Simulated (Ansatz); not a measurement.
Mulliken charges of CH5AlOSi, SMILES `C[SiH]1[O][AlH]1` from PBE/def2-TZVPP in Ansatz (PBE0-D4/def2-TZVP geometry).

| atom | x (Å) | y (Å) | z (Å) | charge (e) |
| --- | --- | --- | --- | --- |
| C1 | -0.204 | 0.732 | -1.337 | -0.356 |
| Si2 | 0.042 | -0.629 | -0.087 | 0.378 |
| O3 | 1.159 | -0.300 | 1.131 | -0.367 |
| Al4 | -0.218 | -0.539 | 2.174 | 0.189 |
| H5 | -1.020 | 0.475 | -2.018 | 0.104 |
| H6 | -0.435 | 1.686 | -0.862 | 0.103 |
| H7 | 0.706 | 0.850 | -1.933 | 0.109 |
| H8 | 0.336 | -1.887 | -0.836 | -0.085 |
| H9 | -0.278 | -0.436 | 3.751 | -0.075 |

Problem. By hand: the dipole of these point charges (1 e Å = 4.8032 D).

Solution. Σ q r = (-0.460, 0.019, -0.281) e Å, of length 0.539 e Å = 2.59 D.

Problem. How does the dipole of the full density compare? (Estimate.)

Solution. Ansatz gave: (-0.253, 0.080, -0.016) e Å, 1.28 D; the point charges give 2.02 times that, at 31° from its direction.

Point charges leave out the atoms' own dipoles, such as those of lone pairs, and Mulliken's split depends on the basis, so the two needn't agree.
